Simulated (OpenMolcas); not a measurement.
**Fe2+ in SrF2**

Fe2+ with its 8 nearest fluoride ions at 2.328 Å, on the Sr site of SrF2 (a = 5.796 Å, distance in the model lattice 2.510 Å). The rest of the host is ab initio model potentials to 7.6 Å and point charges beyond; the distance is set by hand and nothing relaxes. Ligand basis ANO-RCC-VDZP.

| Quantity | Value |
| --- | --- |
| Program | OpenMolcas 26.06 |
| Method | CASSCF |
| Basis | ANO-RCC-VTZP [6s5p3d2f1g] |
| Scalar Hamiltonian | DKH2, point nucleus |
| Active space | 6 electrons in 5 orbitals (3d) |
| State averaging | 2S+1 = 5 even, 5 roots; 2S+1 = 3 even, 45 roots; 2S+1 = 1 even, 50 roots |
| Spin-orbit coupling | RASSI with atomic mean-field integrals over the reference wave functions |

The lowest spin-free states (labels of O, the rotations of Oh), above the lowest:

| State | Degeneracy | E (cm-1) | Free-ion L (%) |
| --- | --- | --- | --- |
| 5E | 2 | 0.0 | D (100) |
| 5T2 | 3 | 3180 | D (100) |
| 3T1 | 3 | 21360 | H (79) |
| 3E | 2 | 22655 | H (98) |
| 3T2 | 3 | 24131 | H (81) |
| 3T1 | 3 | 24251 | H (56) |
| 3A2 | 1 | 26198 | F (100) |
| 3T1 | 3 | 26236 | H (50) |
| 3T2 | 3 | 27512 | F (76) |
| 3A1 | 1 | 28135 | G (100) |
| 3T1 | 3 | 29491 | G (54) |
| 3E | 2 | 29558 | G (95) |
| 3T1 | 3 | 30035 | P (33) |
| 3T2 | 3 | 31593 | G (93) |
| 1T2 | 3 | 32511 | I (72) |
| 1E | 2 | 32515 | I (91) |
| 1A2 | 1 | 33815 | I (100) |
| 1T2 | 3 | 34563 | G (52) |
| 1A1 | 1 | 34738 | I (56) |
| 1T1 | 3 | 35058 | I (64) |

The lowest levels with spin-orbit coupling:

```
E (cm-1)  Degeneracy  Label  2S+1
     0.0           1     A1     5
    19.7           3     T1     5
    39.4           2      E     5
    65.1           3     T2     5
    91.6           1     A2     5
    2957           3     T2     5
    3179           3     T1     5
    3198           2      E     5
    3485           3     T2     5
    3510           3     T1     5
    3537           1     A1     5
   21361           1     A1     3
   21405           3     T1     3
   21413           3     T2     3
   21441           2      E     3
   22714           3     T2     3
   22718           3     T1     3
   23961           2      E     3
   23962           3     T2     3
   24024           1     A2     3
```

Powder χT (cm3 K/mol): 0.529 at 2 K, 2.31 at 10 K, 3.41 at 50 K, 3.46 at 100 K, 3.48 at 200 K, 3.51 at 300 K. The effective moment at 300 K is 2.828 √(χT) = 5.30 μB.

The lowest level has 2S+1 = 5, for which the spin-only value is χT = S(S+1) / 2 = 3.000 cm3 K/mol (g = 2). The computed 3.507 at 300 K differs by +0.507, through orbital momentum, spin-orbit coupling and any other state in reach.

Metal share of the active 3d orbitals (Löwdin): 98, 98, 98, 99, 99 %; Mulliken charge of the metal 1.86.

An orbital doublet at a regular site is open to a Jahn-Teller distortion, which this geometry leaves out. Without dynamic correlation the repulsion within the d shell is too large (B by tens of per cent), so at a given field states of lower spin stand too high. Ligand-to-metal charge-transfer states are missing. With no ligand orbital active B as a rule stays too high, so bands that hang on it stand too high and its fall with covalency is understated. With metal d orbitals alone and no dynamic correlation 10Dq can be off by a tenth to a fifth, either way, in oxide and fluoride hosts. No measured value stands beside these numbers; the geometry was set by hand and not optimised.

The RASSCF and RASSI steps took 72 s on 1 thread of Arm Neoverse V1 (shared host); the integral step is not counted.
